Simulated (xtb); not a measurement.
C$_{4}$H$_{9}$O$_{2}$, doublet, at a GFN2-xTB geometry. Base run: GFN2-xTB run with xtb.

The xtb input:
```
$ xtb mol.xyz --gfn 2 --uhf 1 --json

# file mol.xyz
15

C      1.83398910    -0.05855055    -0.51584743
O      1.01366474    -0.97588336     0.14035165
C      0.17203845    -0.38862694     1.06563895
C     -0.92067166     0.49003002     0.28976070
C     -1.82286023    -0.43923206    -0.53159534
O     -0.31173085     1.44111504    -0.39772340
H      1.16581367     0.77483482    -0.87095043
H      2.30969825    -0.56454254    -1.35220486
H      2.57575336     0.38630225     0.15658947
H      0.71290705     0.28270287     1.74358571
H     -0.32942819    -1.18480196     1.61486023
H     -1.50146339     0.93127672     1.13008781
H     -2.55124252     0.16137083    -1.07071367
H     -1.22878006    -0.99088187    -1.25557556
H     -2.34370308    -1.13983724     0.11555395
```

The base run was repeated with changes; each row names its change, and settings that it needs were set with it.

| change | ΔE vs base (mEh) | dipole (D) | G_solv (kcal/mol) | SCF cycles |
|---|---|---|---|---|
| base | 0.000 | 2.47 | - | 10 |
| etemp = 1000 | -0.069 | 2.46 | - | 10 |
| acc = 30 | 0.000 | 2.47 | - | 7 |
| gbsa = toluene | -10.768 | 2.91 | -7.28 | 10 |
| alpb = dmf | -11.918 | 2.80 | -7.83 | 10 |
| alpb = benzene | -10.048 | 2.73 | -6.48 | 10 |
| gbsa = water | -6.710 | 3.01 | -5.06 | 10 |

ALPB and GBSA are two models with their own fitted parameters for each solvent, which aren't always the measured dielectric constant.
